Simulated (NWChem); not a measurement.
Molecule: CH3AlF2; SMILES [Al]([F])([F])[CH3]

```xyz
7

Al    -0.0050     0.0473     0.0006
C     -0.0085    -1.8796     0.0014
H      0.4851    -2.2673    -0.9046
H     -1.0281    -2.2908     0.0396
H      0.5553    -2.2701     0.8638
F     -1.3995     0.9461    -0.0011
F      1.4054     0.9212    -0.0009
```
Atoms are numbered in this order, from 1.

Coordinates come from a PBE0/def2-SVP optimisation.

### Question
Give the principal values of the shielding tensors (ppm) of Al1, C2, F6, F7 from B3LYP/6-311G** (spherical d), GIAO (NWChem), with their diamagnetic and paramagnetic parts as GIAO splits them.

### Answer
```tsv
atom	σ11	σ22	σ33	isotropic	diamagnetic	paramagnetic
Al1	378.0	404.3	536.6	439.6	795.8	-356.2
C2	198.1	200.7	210.6	203.1	249.9	-46.8
F6	225.1	300.4	438.7	321.4	469.0	-147.6
F7	228.8	298.5	439.2	322.2	469.1	-146.9
```
